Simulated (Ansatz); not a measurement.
`[Cl][GeH]([Cl])[Br]` and `Cl[CH2][GeH]([Cl])[Cl]` differ in one atom or group.

Ansatz, PBE0-D4/def2-TZVP geometries, multiplicity 1. Each molecule was computed in one conformer, which needn't be the lowest.

Scalar relativity is left out up to krypton.

```
                                        property  `[Cl][GeH]([Cl])[Br]`
              LUMO energy (PBE0/def2-TZVPP) / eV                  -1.67
  zero-point energy (PBE0-D4/def2-TZVP) / kJ/mol                   31.2
           HOMO energy (ωB97M-V/def2-TZVPP) / eV                 -11.16
              HOMO energy (PBE0/def2-TZVPP) / eV                  -8.95
           LUMO energy (ωB97M-V/def2-TZVPP) / eV                   0.34
size of the dipole moment (B3LYP/def2-TZVPP) / D                   1.33
```

Task: What does the change do to each property? (An estimate is asked.)

Result: Computed: 
| property | `Cl[CH2][GeH]([Cl])[Cl]` | shift |
| --- | --- | --- |
| LUMO energy (PBE0/def2-TZVPP) / eV | -0.66 | 1.01 |
| zero-point energy (PBE0-D4/def2-TZVP) / kJ/mol | 103.2 | 72.0 |
| HOMO energy (ωB97M-V/def2-TZVPP) / eV | -10.60 | 0.56 |
| HOMO energy (PBE0/def2-TZVPP) / eV | -8.40 | 0.55 |
| LUMO energy (ωB97M-V/def2-TZVPP) / eV | 1.35 | 1.01 |
| size of the dipole moment (B3LYP/def2-TZVPP) / D | 3.00 | 1.67 |

With PBE0 the HOMO rises by 0.55 eV and the LUMO rises by 1.01 eV, so the gap widens by about 0.46 eV. PBE moves the HOMO by 0.54 eV and ωB97M-V by 0.56 eV. The zero-point energy changes by 72.0 kJ/mol with +9 modes. Dipoles are sizes alone; their direction can turn.

B3LYP here is the variant with VWN-RPA as its local correlation; programs differ in this.

Spin–orbit coupling is left out; it splits and shifts lone-pair levels of the heavy atoms by tenths of an eV.
